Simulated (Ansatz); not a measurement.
`O[SiH]1[SiH2]S1` + H–F → `F[SiH]1[SiH2]S1` + H₂O at 298.15 K and 1 bar (ligand exchange at the Si–O bond).

Calculated with Ansatz (gas phase, PBE0-D4/def2-TZVP geometries, no zero-point term in ΔE). CCSD(T)/CBS is the MP2 limit (def2-TZVPP, def2-QZVPP) plus CCSD(T) − MP2 in def2-TZVPP, frozen cores. This one scheme is used for every species. One conformer a species, not always the lowest.

```tsv
species	CCSD(T)/CBS energy (Eh)	H − E (kJ/mol)	S (J/(mol·K))
`O[SiH]1[SiH2]S1`	-1053.58572	130.1	323.9
H–F	-100.39570	33.5	173.6
`F[SiH]1[SiH2]S1`	-1077.61450	98.7	316.4
H₂O	-76.37941	66.4	188.7
```

H − E and S are ideal-gas, rigid-rotor, harmonic terms from PBE0-D4/def2-TZVP, for one conformer and one mirror image of each species. 1 Eh = 2625.50 kJ/mol, R = 8.31446 J/(mol·K).

**Question.** By hand: ΔE, ΔH, ΔS and ΔG.

**Answer.** ΔE = (-1077.61450) + (-76.37941) − (-1053.58572) − (-100.39570) = -0.01249 Eh = -32.8 kJ/mol. Δ(H − E) = 98.7 + 66.4 − 130.1 − 33.5 = 1.5, so ΔH = -31.3 kJ/mol. ΔS = 316.4 + 188.7 − 323.9 − 173.6 = 7.6 J/(mol·K). ΔG = -31.3 − 298.15 × (7.6)/1000 = -33.6 kJ/mol.

**Question.** By hand: the equilibrium constant, and the temperature at which ΔG would vanish if ΔH and ΔS stayed fixed.

**Answer.** log₁₀ K = −ΔG/(RT ln 10) = 5.9. ΔH and −TΔS have one sign here, so there is no such temperature.

The number of gas molecules stays the same, so ΔS is small and ΔH decides. A doubt of 5 kJ/mol in ΔE shifts log₁₀ K by 0.9 here. Other conformers and mirror images would add mixing entropy, several J/(mol·K) or more a flexible species. These are equilibria of isolated gas molecules and say nothing of rates. Largest T1 diagnostic: 0.014 (customary marks: 0.02 for closed shells, 0.045 for open ones).

ΔS is within the doubt of such terms, so its sign, and with it that verdict, could turn.
